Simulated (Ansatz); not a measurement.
Stepwise reaction of `[NH2][Nb]([NH2])(=[S])[Cl]` with hydrogen chloride, as a gas-phase model of exchange steps in deposition or etching. ΔE in kJ/mol; ΔG adds harmonic PBE0-D4 terms to CCSD(T)/CBS, at 1 bar.

Isolated molecules relaxed with PBE0-D4/def2-TZVP in Ansatz; ΔE leaves out vibrations. CCSD(T)/CBS is the MP2 limit (def2-TZVPP, def2-QZVPP) plus CCSD(T) − MP2 in def2-TZVPP, frozen cores. This one scheme is used for every species. Functionals use def2-TZVPP. B3LYP here is the variant with VWN-RPA as its local correlation; programs differ in this. Elements past krypton have def2 core potentials. For Nb outer-core shells are correlated without core-valence functions, which leaves a few kJ/mol of doubt a bond. One conformer a species, not always the lowest.

| step | reaction | PBE-D4 | B3LYP-D4 | ωB97M-V | CCSD(T)/CBS | ΔG(600 K) |
| --- | --- | --- | --- | --- | --- | --- |
| 1 | `[NH2][Nb]([NH2])(=[S])[Cl]` + HCl → `[NH2][Nb](=[S])([Cl])[Cl]` + NH₃ | -75.6 | -75.3 | -73.4 | -76.6 | -66.4 |
| 2 | `[NH2][Nb](=[S])([Cl])[Cl]` + HCl → `[S]=[Nb]([Cl])([Cl])[Cl]` + NH₃ | -54.5 | -53.4 | -50.3 | -52.3 | -40.1 |

Task: By hand: ΔE of the 2 steps together at CCSD(T)/CBS.

Result: (-76.6) + (-52.3) = -128.9 kJ/mol, or -64.4 kJ/mol a step.

In ΔE each step is higher than the one before. All are downhill at CCSD(T)/CBS. ΔG lies between -66.4 and -40.1 kJ/mol a step. PBE-D4 differs from CCSD(T)/CBS by -2.2 to 1.0 kJ/mol a step. Only this route is followed, and other bonds may react first. Isolated molecules leave out the surface, adducts and barriers. Largest T1 diagnostic: 0.023.
